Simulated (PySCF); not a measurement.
## Computed spin Hamiltonian

Species: C5H7N2 (doublet state).
Geometry (GFN2-xTB, Å), atoms numbered from 1 in this order:
```xyz
14
C5H7N2 angstrom
C      3.588    0.203    0.526
N      2.249   -0.288    0.593
C      1.221    0.173    0.113
C     -0.072    0.155   -0.111
C     -1.200    0.481   -0.521
C     -2.632    0.314   -0.676
N     -3.198   -0.878   -0.041
H      3.674    1.188    0.993
H      4.219   -0.503    1.067
H      3.939    0.276   -0.507
H     -3.141    1.189   -0.255
H     -2.874    0.268   -1.744
H     -3.013   -0.863    0.957
H     -2.762   -1.714   -0.417
```

The hyperfine couplings belong to this conformer and change with its torsions.

As a line formula: `C/N=[C]/C#CCN` [radical].

Theory: PySCF 2.14.0, UKS B3LYP, pcH-1 on C H N, non-relativistic, mean-field spin-orbit, GIAO. One conformer (not necessarily the lowest) at the GFN2-xTB geometry, without solvent, vibrations or thermal averaging. GFN2-xTB frequencies show an imaginary mode (92i cm⁻¹), so this geometry is no minimum at that level. A GFN2-xTB geometry isn't a minimum of the functional, and hyperfine couplings can be far from their values at a DFT geometry. Stability of the SCF solution: not tested.

```
g1, g2, g3        : 1.99572, 2.00212, 2.00298
g_iso             : 2.00028
Form of g         : close to axial: the two nearest values differ by 12 % of g3 − g1
⟨S²⟩              : 0.7663 (exact 0.7500)
α and β electrons : 26, 25
Total energy      : -304.12810 Eh
```

Hyperfine couplings atom by atom, in mT; T1 to T3 are the principal values of the dipolar part (MHz turned into mT with g_iso):

```tsv
atom	isotope	a_iso	T1	T2	T3	Mulliken spin population
C1	13C	2.62	-0.18	-0.14	0.32	0.02
N2	14N	0.72	-0.47	-0.36	0.83	0.14
C3	13C	2.16	-1.44	-1.33	2.78	0.45
C4	13C	-1.04	-0.72	-0.12	0.85	-0.15
C5	13C	2.76	-1.56	-1.21	2.77	0.49
C6	13C	-0.02	-0.05	-0.04	0.10	-0.03
N7	14N	0.12	-0.12	-0.12	0.24	0.05
H8	1H	0.03	-0.12	-0.08	0.20	0.01
H9	1H	0.08	-0.14	-0.11	0.25	0.00
H10	1H	0.06	-0.12	-0.08	0.20	0.01
H11	1H	0.32	-0.14	-0.08	0.22	0.00
H12	1H	0.34	-0.14	-0.08	0.22	0.00
H13	1H	-0.15	-0.18	-0.02	0.20	0.00
H14	1H	-0.15	-0.18	-0.02	0.20	0.00
```

The largest Mulliken spin populations are on C5 (+0.49), C3 (+0.45), C4 (-0.15) and N2 (+0.14). The positive populations add up to 1.19 and the negative ones to -0.19, together 2S = 1.

The SMILES `C/N=[C]/C#CCN` draws the unpaired electron on C3, whose computed spin population is only +0.45.

Axes: g1 points within 5° of the C3–C4 bond.

Under fast tumbling the dipolar parts average out, and these isotropic splittings remain: 1 × 14N (N2, I = 1, 3 lines) with 0.72 mT, 2 × 1H (H11/H12, I = 1/2, 3 lines) with 0.33 mT, 2 × 1H (H13/H14, I = 1/2, 3 lines) with 0.15 mT, 1 × 14N (N7, I = 1, 3 lines) with 0.12 mT and 3 × 1H (H8/H9/H10, I = 1/2, 4 lines) with 0.06 mT.

Nuclei that the bonding pattern makes equivalent are averaged, as if the motion that swaps them (rotation, inversion, ring flip) were fast.

The 13C coupling of C5 (77.2 MHz) shows only in satellite lines or after enrichment, since that isotope makes up about 1.07 % of natural carbon.

Examples of negative spin density at the nucleus (bohr⁻³): C4 (-0.0260).
